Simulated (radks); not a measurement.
Ar10+, 8 electrons, occupied as [He] 2s2 2p4.

Calculated with a radial shooting solver on a logarithmic mesh with Libxc functionals: scalar-relativistic Kohn-Sham, exchange-only LDA, spin-polarised, spherical densities, point nucleus; open shells are filled with parallel spins first.

Energy parts (hartree):
| part | energy |
|---|---|
| total | -472.59137 |
| kinetic | 475.83831 |
| electron-nucleus | -1036.79168 |
| Hartree | 108.76395 |
| exchange | -20.40195 |

Orbitals (lengths in bohr, moments of r in powers of bohr; r(max) is where P^2 peaks):
orbital  occ.  eigenvalue (hartree)   r(max)
1s up       1             -126.5715  0.05619
1s down     1             -126.3267  0.05614
2s up       1             -21.16770   0.3281
2s down     1             -20.77071   0.3295
2p up       3             -19.06286   0.2665
2p down     1             -18.60287   0.2683

The highest occupied level is 2p down at -506.21 eV. Summed over all electrons, <r^2> = 0.9740 bohr^2, which gives a Langevin (diamagnetic) susceptibility term of -0.771 x 10^-6 cm^3/mol. For comparison, the ionisation energy in NIST's Atomic Spectra Database is 540 eV (semi-empirical). In exact Kohn-Sham theory the highest level is minus the ionisation energy, but local and semilocal functionals leave it too shallow, through self-interaction and a potential that decays too fast; potentials with the right tail come closer. Spin moment in Bohr magnetons: 2.
